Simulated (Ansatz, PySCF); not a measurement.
Process, species as SMILES: [O]=[Ge]=[O] + H+ -> [O]=[Ge]=[OH+]
Structures are relaxed separately at B3LYP-D3(BJ)/def2-TZVP in Ansatz (a program for electronic structure). High T1 diagnostic, so coupled cluster is less sure: [O]=[Ge]=[O], [O]=[Ge]=[OH+].

Quantity: proton affinity (enthalpy at 298 K, with B3LYP-D3(BJ) rigid-rotor harmonic-oscillator terms from PySCF), positive where the reaction releases energy, in kJ/mol. Valence correlation only, unless marked. No spin-orbit coupling. The frozen core is the preceding noble-gas configuration, with the filled d and f shells of earlier blocks. Non-relativistic. CBS marks a two-point X^-3 extrapolation of the correlation energy; Hartree-Fock from the larger set. [CCSD(T)-MP2]/basis is that difference in the basis named.

```csv
level,program,proton affinity (kJ/mol)
HF/cc-pVDZ,Ansatz,753.9
B3LYP/def2-TZVPD,Ansatz,711.3
PBE0-D4/def2-TZVPD,Ansatz + dftd4,717.1
LC-wPBE/def2-TZVPD,Ansatz,717.5
CCSD/6-31G*,Ansatz,714.1
"RI-MP2/CBS(cc-pVTZ,cc-pVQZ)+[CCSD(T)-MP2]/cc-pVTZ",Ansatz,719.6
"CCSD(T)/CBS(cc-pVTZ,cc-pVQZ)",Ansatz,720.6
```
